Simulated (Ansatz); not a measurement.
A CCSD(T) single point on C$_{2}$H$_{5}$Cl$_{2}$InO (`CC[O][In]([Cl])[Cl]`).

```yaml
crystal:
  periodic: [false, false, false]
  atoms:
    - {symbol: C, position_ang: [0.024840, -1.363318, 0.549761]}
    - {symbol: C, position_ang: [1.005253, -0.225061, 0.378862]}
    - {symbol: O, position_ang: [0.405366, 1.042185, 0.565504]}
    - {symbol: In, position_ang: [-0.874139, 1.749908, -0.740190]}
    - {symbol: Cl, position_ang: [-1.125260, 0.699726, -2.782786]}
    - {symbol: Cl, position_ang: [-2.049571, 3.662285, -0.272118]}
    - {symbol: H, position_ang: [0.532791, -2.328489, 0.475255]}
    - {symbol: H, position_ang: [-0.743846, -1.339012, -0.230869]}
    - {symbol: H, position_ang: [-0.464769, -1.304604, 1.524216]}
    - {symbol: H, position_ang: [1.795852, -0.297225, 1.134715]}
    - {symbol: H, position_ang: [1.493484, -0.296374, -0.602350]}
basis:
  gaussian: {orbitals: def2-SVP}
correlation: {method: ccsd_t}
```

```sh
$ ansatz run in.yaml --threads 4 --pin off --events-out ev --progress --plain --max-ram 11315MiB
```

The program prints (abridged):

```
Functional definition: HF
1337 factors; integrals over basis functions are off by at most 1.4e-3 eV
mean field evaluation 1: about -34321.3904 eV, gradient 3.8e1 eV
mean field evaluation 2: about -34321.4158 eV, gradient 3.8e1 eV
mean field evaluation 4: about -34325.0015 eV, gradient 4.4e0 eV
mean field evaluation 8: about -34325.0552 eV, gradient 1.4e-4 eV
mean field -34325.05521328 eV, -1261.4225127300 hartree, gradient 3.6e-6 eV, S^2 0.000000; 0 other end points of the search recorded, 0 dependent functions left out
17 core orbitals not correlated: weight in the atoms' cores, before any rotation towards them, 1.000 or more for the frozen orbitals, at most 0.000 for the correlated occupied ones
reference -34325.05521328 eV, -1261.4225127300 hartree; 23, 23 occupied and 89, 89 virtual orbitals, 1337 factors
second order -22.17772116 eV of doubles, -0.00000000 eV of singles
cycle   1  -23.03262709 eV  change   -8.5e-1 eV  update   1.2e-1
cycle   2  -23.55432292 eV  change   -5.2e-1 eV  update   3.7e-2
cycle   3  -23.71680740 eV  change   -1.6e-1 eV  update   2.3e-2
cycle   4  -23.72043998 eV  change   -3.6e-3 eV  update   6.7e-3
cycle   5  -23.71524270 eV  change    5.2e-3 eV  update   3.5e-3
cycle   6  -23.71522212 eV  change    2.1e-5 eV  update   1.4e-3
cycle   7  -23.71499497 eV  change    2.3e-4 eV  update   5.1e-4
cycle   8  -23.71498109 eV  change    1.4e-5 eV  update   1.5e-4
cycle   9  -23.71505133 eV  change   -7.0e-5 eV  update   4.8e-5
cycle  10  -23.71504883 eV  change    2.5e-6 eV  update   1.5e-5
perturbative correction -0.63180263 eV, -0.0232183183 hartree
Total energy: -34349.40206474 eV, -1262.3172430182 hartree
```

Hardware: 4 threads of an Arm Neoverse V2 on a shared host. Wall time 17 s, peak host memory 0.87 GiB.

Correlation energy per correlated electron: -0.529 eV. T1 diagnostic: 0.0125.
